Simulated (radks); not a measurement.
Values are calculated unless marked as measured or tabulated.
All-electron atom: Sc2+ in [Ar] 3d1 (the NIST ground configuration). Code: a radial shooting solver on a logarithmic mesh with Libxc functionals. Model: scalar-relativistic Kohn-Sham, BLYP, spin-unpolarised, spherical densities, point nucleus. Some entries of the table are withheld. Estimate them.

| orbital | occ. | eigenvalue (hartree) | <r^2> (bohr^2) | <r> (bohr) |
|---|---|---|---|---|
| 1s | 2 | -162.2468 | 0.007175 | (1) |
| 2s | 2 | -18.00101 | 0.1398 | (2) |
| 2p | 6 | -14.84642 | 0.1170 | 0.3077 |
| 3s | 2 | -2.58055 | 1.329 | 1.073 |
| 3p | 6 | (3) | 1.593 | 1.163 |
| 3d | 1 | -0.65856 | (4) | (5) |

Answer. 
(1) 1s <r> (bohr): 0.07304
(2) 2s <r> (bohr): 0.3436
(3) 3p eigenvalue (hartree): -1.79443
(4) 3d <r^2> (bohr^2): 3.205
(5) 3d <r> (bohr): 1.586
